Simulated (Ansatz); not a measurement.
platinum atom (Pt), triplet (core potentials on Pt).

Input for Ansatz (a quantum-chemistry and plane-wave program):
Ansatz 0.2 input:
```yaml
crystal:
  periodic: [false, false, false]
  atoms:
    - {symbol: Pt, position_ang: [0.00000000, 0.00000000, 0.00000000]}
basis:
  gaussian:
    orbitals: def2-SV_P_.json
hamiltonian:
  xc: b3lyp
magnetization: {spin_polarized: true, initial_magnetization: 2}
```
The basis file holds def2-SV(P) in the JSON format of the Basis Set Exchange.

Problem. What does this run give for the number of basis functions, total energy, <S^2>?

Solution. 
```json
{
  "number_of_basis_functions": "25",
  "total_energy": "-119.3054 Eh",
  "<S^2>": "2.000"
}
```
